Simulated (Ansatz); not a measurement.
One change: `[SiH3][Al]([SiH3])[SiH3]` becomes `C=[N][Al]([SiH3])[SiH3]`.

Ansatz, PBE0-D4/def2-TZVP geometries, multiplicity 1. Each molecule was computed in one conformer, which needn't be the lowest.

```json
{"property": "size of the dipole moment (PBE/def2-TZVPP) / D", "`[SiH3][Al]([SiH3])[SiH3]`": "0.14"}
{"property": "HOMO–LUMO gap (PBE0/def2-TZVPP) / eV", "`[SiH3][Al]([SiH3])[SiH3]`": "4.66"}
{"property": "HOMO–LUMO gap (ωB97M-V/def2-TZVPP) / eV", "`[SiH3][Al]([SiH3])[SiH3]`": "8.23"}
{"property": "HOMO energy (PBE/def2-TZVPP) / eV", "`[SiH3][Al]([SiH3])[SiH3]`": "-6.30"}
{"property": "LUMO energy (PBE0/def2-TZVPP) / eV", "`[SiH3][Al]([SiH3])[SiH3]`": "-2.64"}
{"property": "HOMO–LUMO gap (B3LYP/def2-TZVPP) / eV", "`[SiH3][Al]([SiH3])[SiH3]`": "4.33"}
```

(1) Give the same properties after the change, and the shifts. (Best estimate.)

## Answers

(1) Computed: 
```tsv
property	`C=[N][Al]([SiH3])[SiH3]`	shift
size of the dipole moment (PBE/def2-TZVPP) / D	1.87	1.73
HOMO–LUMO gap (PBE0/def2-TZVPP) / eV	5.44	0.78
HOMO–LUMO gap (ωB97M-V/def2-TZVPP) / eV	9.14	0.91
HOMO energy (PBE/def2-TZVPP) / eV	-5.71	0.59
LUMO energy (PBE0/def2-TZVPP) / eV	-1.48	1.16
HOMO–LUMO gap (B3LYP/def2-TZVPP) / eV	5.10	0.77
```

With PBE0 the HOMO rises by 0.38 eV and the LUMO rises by 1.16 eV, so the gap widens by about 0.78 eV. PBE moves the HOMO by 0.59 eV and ωB97M-V by 0.27 eV. Dipoles are sizes alone; their direction can turn.

B3LYP here is the variant with VWN-RPA as its local correlation; programs differ in this.
